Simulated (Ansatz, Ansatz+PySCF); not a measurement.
```yaml
atoms:
  - { symbol: C, position_ang: [0.0000, 0.0000, 0.0000] }
  - { symbol: H, position_ang: [0.9300, 0.0000, -0.5600] }
  - { symbol: H, position_ang: [-0.9300, 0.0000, -0.5600] }
  - { symbol: O, position_ang: [0.0000, 0.0000, 2.4200] }
```

Basis set: def2-SVP (spherical functions). Charge 0, multiplicity 1.

Computed with Ansatz (development build ahead of 0.2.0); each method stands on the lowest determinant of its kind that the runs found.

Question: Give the atomization energy at this shape (free ground-state atoms in the same class of orbitals less the molecule, no zero-point energy) of singlet CH₂O by PBE0 (unrestricted), UHF.

Answer:

| method | atomization energy |
| --- | --- |
| PBE0 (unrestricted) | 8.86 eV |
| UHF | 6.78 eV |

Caution: the shape is not the minimum; the unrestricted determinant is a mixture of spin states.
